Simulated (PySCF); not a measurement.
## How methods differ on the excitation energy of Hf

Hf [Xe] 4f14 5d2 6s2 (3F) → Hf [Xe] 4f14 5d4 (5D), as a difference of total energies. Calculation: PySCF 2.14, in def2-TZVPPD with the def2 core potential (60 electrons); a scalar-relativistic core potential. Correlated levels: valence: 5s2 5p6 frozen. The calculations carry no spin-orbit coupling.

```csv
method,excitation energy (eV)
UHF,4.465
MP2 (valence),4.797
SCS-MP2 (valence),5.433
CCSD (valence),4.853
CCSD(T) (valence),4.885
```

Problem. How much does correlation contribute at CCSD(T) (valence)?

Solution. 4.885 − (4.465) = 0.420 eV, measured against UHF.
